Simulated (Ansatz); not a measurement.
`NB(O)[SiH2]Cl` + `BN[SiH3]` → `BN([SiH3])[SiH2]Cl` + `NBO`  (cleavage of the Si–B bond)

Isolated molecules relaxed with PBE0-D4/def2-TZVP in Ansatz; ΔE leaves out vibrations. CCSD(T)/CBS is the MP2 limit (def2-TZVPP, def2-QZVPP) plus CCSD(T) − MP2 in def2-TZVPP, frozen cores. This one scheme is used for every species. Each species was taken in one conformer, which may not be the lowest.

`NB(O)[SiH2]Cl`:

Cartesian coordinates in Å:
```
N 1.054 -0.623 -1.106
B 0.510 -0.425 0.162
O 1.094 -1.066 1.226
Si -1.104 0.799 0.331
Cl -1.599 1.518 -1.552
H 0.679 -0.186 -1.930
H 1.853 -1.215 -1.268
H 0.683 -0.896 2.074
H -2.311 0.112 0.865
H -0.858 1.983 1.198
```

`BN[SiH3]`:

```xyz
9

B     0.352    0.157    1.510
N    -0.504    0.096    0.406
Si   -0.042   -0.154   -1.259
H     1.530    0.030    1.339
H    -0.105    0.335    2.603
H    -1.492    0.208    0.592
H    -0.689   -1.379   -1.798
H     1.431   -0.289   -1.298
H    -0.480    0.995   -2.095
```

`BN([SiH3])[SiH2]Cl`:

Z-matrix (Å, degrees):
```
Si
N 1 1.762
H 1 1.482 2 109.6
H 1 1.485 2 107.5 3 -119.5
H 1 1.482 2 110.3 3 121.0
Si 2 1.734 1 121.2 3 126.2
B 2 1.412 1 117.6 3 -55.9
Cl 6 2.055 2 109.9 1 66.7
H 6 1.476 2 109.3 1 -174.2
H 6 1.479 2 110.1 1 -50.2
H 7 1.198 2 120.3 1 -178.1
H 7 1.201 2 119.0 1 2.1
```

`NBO`:

Cartesian coordinates in Å:
```
N 0.937 0.435 -0.271
B -0.189 -0.166 0.296
O -1.308 -0.331 -0.479
H 0.961 0.752 -1.225
H 1.787 0.585 0.241
H -0.163 -0.526 1.442
H -2.025 -0.750 -0.004
```

| species | CCSD(T)/CBS(def2) energy (Eh) |
| --- | --- |
| `NB(O)[SiH2]Cl` | -906.68123 |
| `BN[SiH3]` | -372.22946 |
| `BN([SiH3])[SiH2]Cl` | -1121.76437 |
| `NBO` | -157.17416 |

Task: Work out ΔE.

Result: ΔE = (-1121.76437) + (-157.17416) − (-906.68123) − (-372.22946) = -0.02784 Eh = -73.1 kJ/mol.

Largest T1 diagnostic among the species: 0.012.

From BLYP to BHLYP (50 % exact exchange), in def2-TZVPP and without D4, ΔE moves by −16.6 kJ/mol. The D4 term adds −6.9 kJ/mol with B3LYP and −3.8 kJ/mol with PBE0; it sums over pairs of atoms, weighted by their polarisabilities, and B3LYP, whose exchange is more repulsive, gets the larger term. At CCSD(T), def2-SVP lies +7.6 kJ/mol from the extrapolated value and def2-TZVPP +0.8 kJ/mol.

B3LYP here is the variant with VWN-RPA as its local correlation; programs differ in this.
